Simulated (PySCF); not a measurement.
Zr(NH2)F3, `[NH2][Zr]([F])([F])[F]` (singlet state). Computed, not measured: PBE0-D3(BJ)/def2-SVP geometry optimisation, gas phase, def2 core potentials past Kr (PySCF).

```
atom  x, y, z in Å
Zr1    0.0420    0.0280   -0.7859
N2     0.0024   -0.0379    1.2259
H3     0.7403   -0.3935    1.8313
H4    -0.7749    0.2625    1.8120
F5     1.8685    0.1019   -1.3268
F6    -1.0525    1.4966   -1.3146
F7    -0.7339   -1.5595   -1.5105
```

Task: Which two atoms are farthest apart?

Result: H4···F5, 4.11 Å; the next longest distance is 4.08 Å.

Task: Work out the bond lengths Zr1–N2, Zr1–F5, Zr1–F6, Zr1–F7, N2–H3, N2–H4 in Å.

Result: For Zr1–N2 the difference vector is (-0.0396, -0.0659, 2.0118) Å, of length 2.0133 Å. Zr1–N2 2.013; Zr1–F5 1.906; Zr1–F6 1.906; Zr1–F7 1.910; N2–H3 1.019; N2–H4 1.019 Å.

Task: Where is the centre of mass (commonest isotopes), and what is the radius of gyration?

Result: Mass 162.919 u; centre at (0.033, 0.016, -0.790) Å; Rg = √(Σ m r²/M) = 1.309 Å. As Ia + Ib + Ic = 2 Σ m r², the three principal moments sum to 558.4 u·Å².

Task: Give the dihedral angles F7–Zr1–N2–H4, F6–Zr1–N2–H4, F6–Zr1–N2–H3.

Result: F7–Zr1–N2–H4 -87° (synclinal); F6–Zr1–N2–H4 30°; F6–Zr1–N2–H3 -151° (antiperiplanar). Dihedral signs follow IUPAC: positive where, seen along the central bond, the front bond turns clockwise onto the rear one.

Task: What are the angles F5–Zr1–F7, N2–Zr1–F7, F6–Zr1–F7, N2–Zr1–F5, Zr1–N2–H4?

Result: From the scalar product of the two bond vectors; for F5–Zr1–F7 it is -1.1426 Å² over 1.9063 × 1.9098 Å², cos θ = -0.3138. F5–Zr1–F7 108.3°; N2–Zr1–F7 110.1°; F6–Zr1–F7 107.6°; N2–Zr1–F5 107.7°; Zr1–N2–H4 125.5°.

Task: How far apart are these pairs, which share no bond: Zr1···H4, N2···F5, N2···F6, N2···F7, H3···H4, H3···F7, F5···F7?

Result: Zr1···H4 2.733 Å (2 bonds apart); N2···F5 3.165 Å (2 bonds apart); N2···F6 3.150 Å (2 bonds apart); N2···F7 3.216 Å (2 bonds apart); H3···H4 1.651 Å (2 bonds apart); H3···F7 3.834 Å (3 bonds apart); F5···F7 3.093 Å (2 bonds apart).

Task: What is the repulsion energy of the bare nuclei, Σ ZA·ZB/RAB?

Result: 476.41 Eh over 21 pairs, with full nuclear charges and distances in bohr; the largest single term is 99.93 Eh (Zr1 with F5, or a pair equal to it).

Task: Write the matrix of distances between heavy atoms (Å, lower triangle).

Result: 
```
Zr1   0.000
N2    2.013  0.000
F5    1.906  3.165  0.000
F6    1.906  3.150  3.237  0.000
F7    1.910  3.216  3.093  3.079  0.000
```

PBE0-D3(BJ)/def2-SVP frequencies: not computed here.
